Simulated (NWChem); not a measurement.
# CH3Cl3Si; SMILES Cl[Si](C)(Cl)Cl

```xyz
8

C      0.0000     0.0000    -2.1178
Si     0.0000     0.0000    -0.2566
Cl    -0.3761     1.8977     0.4664
Cl    -1.4554    -1.2745     0.4664
Cl     1.8315    -0.6232     0.4664
H      0.7733     0.6767    -2.4959
H      0.1994    -1.0081    -2.4959
H     -0.9727     0.3314    -2.4959
```
Atoms are numbered in this order, from 1.

All runs: NWChem. Geometry: optimised at B3LYP/6-31G* (spherical d). Total energies compare along this basis series because the functional is fixed.

| level | basis functions | energy (Ha) | highest occupied level (eV) | orbital gap (eV) | dipole (D) | relative time |
|---|---|---|---|---|---|---|
| TPSS/pcseg-1 | 101 | -1710.1885 | -8.06 | 7.02 | 2.39 | 4 |
| TPSS/aug-pcseg-1 | 158 | -1710.1999 | -7.95 | 6.79 | 2.05 | 20 |
| TPSS/pcseg-2 | 208 | -1710.3645 | -7.98 | 6.97 | 2.14 | 10 |
| TPSS/STO-3G | 44 | -1691.3916 | -6.12 | 6.92 | 2.84 | 1 |
| TPSS/def2-SVP | 101 | -1709.7120 | -7.76 | 7.24 | 2.08 | 3 |

Relative times are rough (shared machine, one core).
